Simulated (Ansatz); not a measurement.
Spectroscopic constants of AuS, multiplicity 2 (lowest of 2S+1 = 2, 4 at CCSD(T)/def2-TZVPP on PBE0 minima; our sources give no spin for the ground state, which may be another). No spin–orbit coupling.

The constants come from a fifth-degree fit in 1/R (seven points, main isotopes). Runs in def2 and cc sets follow the lowest solution found near the PBE0 minimum.

Programs: Ansatz (a first-principles code) with Gaussian orbitals. Each number belongs to the level named beside it. In def2 rows elements past Kr take small-core potentials, without spin–orbit coupling.

Energies at BHLYP/def2-TZVPP:

```
R (Å)       E (hartree)
--------  -------------
2.036181  -533.76149261
2.090917  -533.76814227
2.141274  -533.77180381
2.198200  -533.77371607
2.255125  -533.77377807
2.320809  -533.77210650
2.397439  -533.76843196
```

### Question
With a reduced mass of 27.5071 u, find the minimum, the force constant and the constants.

### Answer
A fifth-degree polynomial in 1/R puts the minimum at r_e = 2.2283 Å with force constant 216 N/m. Then ω_e = (1/2πc)√(k/μ) = 365 cm⁻¹ and B_e = h/(8π²cμr_e²) = 0.1234 cm⁻¹; the cubic and quartic terms give α_e = 0.00061 and ω_e x_e = 1.2 cm⁻¹.
